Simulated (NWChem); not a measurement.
Molecule: bromine monochloride (BrCl); SMILES ClBr

```xyz
2

Cl     0.0000     0.0000     1.4569
Br     0.0000     0.0000    -0.7076
```
Atoms are numbered in this order, from 1.

Computed with NWChem. Pople sets run with spherical d functions. The geometry was optimised at PBE0/def2-SVP. B3LYP is NWChem's, with the RPA form of VWN correlation.

Q: Taking B3LYP/aug-cc-pVTZ as the yardstick, which of these has the fewest basis functions while keeping “dipole (D)” within 0.05 D of it: B3LYP/STO-3G; B3LYP/def2-TZVP; B3LYP/def2-SVPD; B3LYP/6-31G*; B3LYP/def2-SVP; B3LYP/3-21G?

A: B3LYP/def2-SVP.
```csv
level,basis functions,dipole (D)
B3LYP/STO-3G,27,1.11
B3LYP/3-21G,35,1.01
B3LYP/6-31G*,50,0.57
B3LYP/def2-SVP,50,0.51
B3LYP/def2-SVPD,68,0.51
B3LYP/def2-TZVP,85,0.48
B3LYP/aug-cc-pVTZ,109,0.49
```

The yardstick is one finite set, not the basis-set limit.
